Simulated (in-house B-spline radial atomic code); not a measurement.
Configurations of Ar IV (Ar3+), with energies counted from [Ne] 3s2 3p3. Level of theory: non-relativistic Hartree-Fock with fractional occupations, spin-polarised, spherical fractional occupations, point nucleus; calculated with a radial B-spline atomic code at the basis-set limit. Caution: exact exchange at fractional occupations of open shells leaves self-interaction of up to several eV. Shells without spins written out take the highest spin.

Occupations are held fixed; configurations that lie above the ionisation limit could autoionise.

| configuration | E - E(ref) (eV) | highest orbital | its <r> (bohr) |
| --- | --- | --- | --- |
| [Ne] 3s2 3p(1 up, 2 down) | 13.923 | 3p up | 1.465 |
| [Ne] 3s2 3p(0 up, 2 down) 3d(0 up, 1 down) | 34.168 | 3d down | 1.801 |
| [Ne] 3s1 3p3 3d1 | 34.932 | 3d up | 1.735 |
| [Ne] 3s1 3p3 4s1 | 38.82 | 4s up | 3.028 |
| [Ne] 3s(1 up, 0 down) 3p(2 up, 1 down) 4s(1 up, 0 down) | 57.698 | 4s up | 3.04 |
| [He] 2s2 2p5 3s2 3p4 | 267.11 | 3p down | 1.405 |
| [He] 2s2 2p5 3s2 3p3 4f1 | 307.72 | 4f up | 4.784 |

Problem. Order these further configurations by energy, lowest first.
A. [Ne] 3s2 3p(1 up, 1 down) 4p(1 up, 0 down)
B. [He] 2s2 2p5 3s2 3p3 4p1
C. [Ne] 3s2 3p2 4p1
D. [Ne] 3s1 3p3 4d1
E. [He] 2s2 2p5 3s2 3p3 4s1

Solution. C (43.154 eV), A (50.589 eV), D (51.753 eV), E (290.96 eV), B (297.58 eV).

Problem. How far above the reference does [He] 2s2 2p(2 up, 3 down) 3s2 3p(1 up, 2 down) 4d(0 up, 1 down) lie?

Solution. 320.53 eV; its least bound orbital is 4d down with <r> = 4.282 bohr.

Problem. How far above the reference does [Ne] 3s1 3p4 lie?

Solution. 20.339 eV; its least bound orbital is 3p down with <r> = 1.509 bohr.
